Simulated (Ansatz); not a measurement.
`C[Si](C)(Cl)Cl` + PH₃ → `C[Si](C)(P)Cl` + HCl at 500 K and 1 bar (ligand exchange at the Si–Cl bond).

Isolated molecules relaxed with PBE0-D4/def2-TZVP in Ansatz; ΔE leaves out vibrations. CBS: MP2 limit from def2 TZ/QZ plus the TZ coupled-cluster correction, frozen cores. This one scheme is used for every species. One conformer a species, not always the lowest.

```json
{"species": "`C[Si](C)(Cl)Cl`", "CCSD(T)/CBS energy (Eh)": "-1288.49641", "H − E (kJ/mol)": "254.4", "S (J/(mol·K))": "429.3"}
{"species": "PH₃", "CCSD(T)/CBS energy (Eh)": "-342.72256", "H − E (kJ/mol)": "81.5", "S (J/(mol·K))": "231.4"}
{"species": "`C[Si](C)(P)Cl`", "CCSD(T)/CBS energy (Eh)": "-1170.80528", "H − E (kJ/mol)": "304.5", "S (J/(mol·K))": "467.9"}
{"species": "HCl", "CCSD(T)/CBS energy (Eh)": "-460.38127", "H − E (kJ/mol)": "32.5", "S (J/(mol·K))": "201.9"}
```

H − E and S are ideal-gas, rigid-rotor, harmonic terms from PBE0-D4/def2-TZVP, for one conformer and one mirror image of each species. 1 Eh = 2625.50 kJ/mol, R = 8.31446 J/(mol·K).

Question: By hand: ΔE, ΔH, ΔS and ΔG.

Answer: ΔE = (-1170.80528) + (-460.38127) − (-1288.49641) − (-342.72256) = 0.03242 Eh = 85.1 kJ/mol. Δ(H − E) = 304.5 + 32.5 − 254.4 − 81.5 = 1.1, so ΔH = 86.2 kJ/mol. ΔS = 467.9 + 201.9 − 429.3 − 231.4 = 9.1 J/(mol·K). ΔG = 86.2 − 500 × (9.1)/1000 = 81.7 kJ/mol.

Question: By hand: the equilibrium constant, and the temperature at which ΔG would vanish if ΔH and ΔS stayed fixed.

Answer: log₁₀ K = −ΔG/(RT ln 10) = -8.5. ΔG = 0 at ΔH/ΔS = 9473 K, far beyond where these terms or the molecules hold.

The number of gas molecules stays the same, so ΔS is small and ΔH decides. A doubt of 5 kJ/mol in ΔE shifts log₁₀ K by 0.5 here. Other conformers and mirror images would add mixing entropy, several J/(mol·K) or more a flexible species. These are equilibria of isolated gas molecules and say nothing of rates. Largest T1 diagnostic: 0.013 (customary marks: 0.02 for closed shells, 0.045 for open ones).
